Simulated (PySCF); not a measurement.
**Bonding in `NC[C@@H]1C[Si@@H](CF)N1`**

Compound: C4H11FN2Si.
SMILES with atom numbers: `[NH2:1][CH2:2][C@@H:3]1[CH2:4][Si@@H:5]([CH2:6][F:7])[NH:8]1` (hydrogens: H9, H10 on N1; H11, H12 on C2; H13 on C3; H14, H15 on C4; H16 on Si5; H17, H18 on C6; H19 on N8)

Structure used (GFN2-xTB), in Å, numbered top down from 1:
```xyz
19
C4H11FN2Si angstrom
N      3.093   -0.060    0.457
C      1.818   -0.729    0.631
C      0.758   -0.383   -0.422
C      0.177    1.030   -0.263
Si    -1.419    0.209    0.393
C     -3.092    0.392   -0.519
F     -4.055    0.822    0.373
N     -0.496   -1.104   -0.227
H      3.493   -0.307   -0.443
H      2.959    0.946    0.464
H      2.003   -1.808    0.612
H      1.427   -0.469    1.619
H      1.167   -0.583   -1.421
H      0.105    1.562   -1.207
H      0.728    1.648    0.438
H     -1.671    0.376    1.829
H     -3.447   -0.559   -0.918
H     -3.080    1.125   -1.328
H     -0.476   -2.099   -0.074
```

Bond orders from the PBE0/pcSseg-1 density (PySCF). Geometry: GFN2-xTB, one conformer, isolated molecule. GFN2-xTB frequencies show an imaginary mode (21i cm⁻¹), so this geometry is no minimum at that level.

Question: How far do the computed orders between heavy atoms stray from the drawn ones?

Answer: The largest departure is 0.167, at C6–F7 (drawn single, 0.833). Drawn single, order below 0.88: Si5–C6 (0.878) and C6–F7 (0.833).

Question: Give the Mayer order of every bond, beside its length.

Answer: 
```csv
bond,drawn as,length (Å),Mayer order
N1–C2,single,1.450,1.033
C2–C3,single,1.533,0.980
C3–C4,single,1.536,0.962
C4–Si5,single,1.911,0.896
Si5–C6,single,1.914,0.878
C6–F7,single,1.381,0.833
Si5–N8,single,1.721,1.021
N8–C3,single,1.459,0.932
N1–H9,single,1.015,0.956
N1–H10,single,1.015,0.957
C2–H11,single,1.095,0.950
C2–H12,single,1.094,0.943
C3–H13,single,1.098,0.943
C4–H14,single,1.086,0.948
C4–H15,single,1.085,0.950
Si5–H16,single,1.467,0.900
C6–H17,single,1.091,0.952
C6–H18,single,1.091,0.952
N8–H19,single,1.007,0.935
```

Bonds between the same two heavy elements. C–N: lowest N8–C3 (0.932, 1.459 Å), highest N1–C2 (1.033, 1.450 Å). C–C: all 2 within 0.02 of one another (0.962 to 0.980). C–Si: all 2 within 0.02 of one another (0.878 to 0.896).

Question: Sum the orders of all bonds at each heavy atom with more than one neighbour and set the sums beside the valence in the SMILES.

Answer: N1 2.946 (drawn 3), C2 3.906 (drawn 4), C3 3.817 (drawn 4), C4 3.756 (drawn 4), Si5 3.695 (drawn 4), C6 3.615 (drawn 4), N8 2.888 (drawn 3). Orders between atoms that aren't bonded are not in these sums.

The Mayer order sums products of elements of PS (density times overlap matrix) between the two atoms' basis functions, so it depends on the basis set.
